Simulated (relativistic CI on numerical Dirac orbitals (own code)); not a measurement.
# Line list: Forbidden lines, Cd²⁰⁺

Calculated at this level of theory: Dirac-Coulomb-Breit CI, separate exchange-only KLI orbitals for each configuration, a model potential for QED, unscaled Slater integrals (own radial code, finite nucleus).

CI space (outside the closed core [Ne] 3s2): 3p6 3d10, 3p6 3d9 4s, 3p6 3d9 4p, 3p6 3d9 4d, 3p6 3d9 4f, 3p6 3d8 4s2, 3p5 3d10 4s, 3p6 3d8 4s 4p, 3p6 3d9 5s, 3p5 3d10 4p, 3p6 3d8 4p2, 3p6 3d9 5p, 3p6 3d8 4s 4d, 3p6 3d9 5d, 3p6 3d8 4p 4d, 3p5 3d10 4d. Levels of other configurations are missing.

```csv
λ vac (nm),Lower,Upper,Type,A (s⁻¹),gf,Branching (%)
3.0266,3p6 3d9 4s 3D_2 [3],3p6 3d8 4s2 1G_4 [122],E2,6.16e+07,7.62e-05,2.1
3.0297,3p6 3d9 4s 3D_3 [2],3p6 3d8 4s2 3P_1 [121],E2,7.23e+07,2.99e-05,2.3
3.0472,3p6 3d9 4s 3D_2 [3],3p6 3d8 4s2 3P_0 [120],E2,1.37e+08,1.91e-05,4.9
3.0536,3p6 3d9 4p 3F°_3 [7],3p6 3d8 4s 4p 3H°_5 [162],E2,6.41e+07,9.85e-05,4.3
3.0538,3p6 3d9 4s 3D_3 [2],3p6 3d8 4s2 3P_2 [119],E2,7.07e+07,4.94e-05,2.4
3.0636,3p6 3d9 4p 3D°_3 [13],3p6 3d8 4s 4p 3G°_5 [191],E2,3.61e+07,5.59e-05,4.3
3.0644,3p6 3d9 4s 1D_2 [5],3p6 3d8 4s2 1D_2 [123],E2,1.26e+08,8.86e-05,3.6
3.0683,3p6 3d9 4p 3F°_4 [10],3p6 3d8 4s 4p 3H°_6 [179],E2,7.41e+07,1.36e-04,24.9
3.0790,3p6 3d9 4s 1D_2 [5],3p6 3d8 4s2 1G_4 [122],E2,8.60e+07,1.10e-04,2.9
3.0834,3p6 3d9 4s 3D_1 [4],3p6 3d8 4s2 3P_1 [121],E2,6.75e+07,2.89e-05,2.2
3.1047,3p6 3d9 4p 3F°_3 [15],3p6 3d8 4s 4p 3G°_5 [191],E2,2.90e+07,4.61e-05,3.5
3.1055,3p6 3d9 4s 3D_2 [3],3p6 3d8 4s2 1D_2 [117],E2,1.22e+08,8.82e-05,5.5
3.1083,3p6 3d9 4s 3D_1 [4],3p6 3d8 4s2 3P_2 [119],E2,7.55e+07,5.47e-05,2.5
3.1187,3p6 3d9 4p 3F°_2 [8],3p6 3d8 4s 4p 3H°_4 [152],E2,4.33e+07,5.69e-05,2.5
3.1332,3p6 3d9 4p 3F°_4 [10],3p6 3d8 4s 4p 5G°_5 [153],E2,4.09e+07,6.62e-05,6.4
3.1389,3p6 3d9 4s 3D_3 [2],3p6 3d8 4s2 3F_4 [116],E2,1.10e+08,1.47e-04,5.6
3.1750,3p6 3d9 4p 3F°_3 [7],3p6 3d8 4s 4p 3G°_4 [127],E2,8.84e+07,1.20e-04,3.8
3.1810,3p6 3d9 4p 3F°_4 [10],3p6 3d8 4s 4p 5F°_5 [138],E2,3.38e+07,5.64e-05,31.5
3.2074,3p6 3d10 1S_0 [1],3p6 3d9 4s 1D_2 [5],E2,6.86e+07,5.29e-05,100.0
3.2663,3p6 3d10 1S_0 [1],3p6 3d9 4s 3D_2 [3],E2,6.35e+07,5.08e-05,100.0
```

Terms are leading LS components. Brackets give the number of a level in order of energy, since labels repeat. The list gives strong lines, with weight on those to low levels, among the lowest 200 of 845 levels, so that lines to higher ones, which can be the strongest, are missing. Levels whose partners in the same complex of configurations lie outside the list can be far off, and so can their lines. Rates are taken at the computed energies, electric ones in the length gauge.

At this charge energies of transitions that change n are usually good to better than 1 %, and those within a shell (Δn = 0) to a few per cent.

LS names give the leading component of a level, which can be under half, so a name can repeat, a term be missing and a line seem to break the LS rules.
